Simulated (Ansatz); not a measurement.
Cost and result for the atomization energy of CH$_{7}$NSSi$_{2}$ (`C[Si@@H]1S[Si@@H]1N`) (12 atoms, 12 bonds).

```xyz
12

C    -1.6304    1.0411   -0.8411
Si    0.1816    1.1315   -0.4016
S     1.4858   -0.2094   -1.4828
Si    1.3025   -0.4964    0.6560
N     0.5828   -1.9006    1.3089
H    -2.2254    1.5982   -0.1126
H    -1.8012    1.4788   -1.8279
H    -1.9769    0.0068   -0.8598
H     0.6508    2.5418   -0.3822
H     2.5830   -0.3006    1.3719
H     1.1660   -2.6756    1.5830
H    -0.3185   -2.2155    0.9881
```

The species carries charge 0 and has multiplicity 1. Geometry: relaxed with PBE0-D4/def2-TZVP. It is one conformer, not always the lowest. Program: Ansatz. All runs use 4 threads of an Arm Neoverse V2 on a shared host. Times are those of one run each, without the atoms' runs, and a repeat can differ threefold. Electronic energies, without spin–orbit coupling; frozen cores. CCSD(T)/CBS adds CCSD(T) − MP2 in def2-TZVPP to the MP2 limit, and its time is that of the two runs behind it. T1 = 0.012. B3LYP takes the VWN-RPA correlation (the form of Gaussian; ORCA's B3LYP/G).

CCSD(T)/CBS is a level of theory with its own doubt, some kJ/mol a heavy atom from the limit and from the frozen cores, so smaller differences don't rank the functionals.

| level | functions | wall time | atomization (kcal/mol) | difference from CCSD(T)/CBS | per bond |
| --- | --- | --- | --- | --- | --- |
| PBE-D4/def2-TZVPP (with forces) | 286 | 3 s | 1007.9 | 12.1 | 1.0 |
| PBE0-D4/def2-TZVPP | 286 | 3.5 s | 995.7 | -0.1 | 0.0 |
| B3LYP-D4/def2-TZVPP (with forces) | 286 | 5.5 s | 993.0 | -2.8 | -0.2 |
| r2SCAN-D4/def2-TZVPP (with forces) | 286 | 6 s | 998.0 | 2.2 | 0.2 |
| B2PLYP/def2-TZVPP | 286 | 6 s | 979.7 | -16.1 | -1.3 |
| ωB97X-V/def2-TZVPP | 286 | 9.5 s | 1003.0 | 7.2 | 0.6 |
| ωB97M-V/def2-TZVPP (with forces) | 286 | 14 s | 999.7 | 3.9 | 0.3 |
| MP2/def2-QZVPP | 534 | 26 s | 993.1 | -2.7 | -0.2 |
| CCSD(T)/def2-TZVPP | 286 | 3 min | 963.9 | -31.9 | -2.7 |
| CCSD(T)/CBS(def2) | – | 3.5 min | 995.8 | 0.0 | 0.0 |

In def2-TZVPP, CCSD(T) changes the Hartree–Fock value by +248.8 kcal/mol (the triples alone add +15.4 kcal/mol) and MP2 by +259.2 kcal/mol; breaking electron pairs costs correlation energy, which Hartree–Fock lacks. From PBE to PBE0 (25 % exact exchange), in def2-TZVPP and without D4, the atomization energy moves by −11.1 kcal/mol: exact exchange takes away binding that semilocal exchange gives to molecules. The D4 term adds +12.4 kcal/mol with B3LYP and +6.5 kcal/mol with PBE0; it sums over pairs of atoms, weighted by their polarisabilities, and B3LYP, whose exchange is more repulsive, gets the larger term.
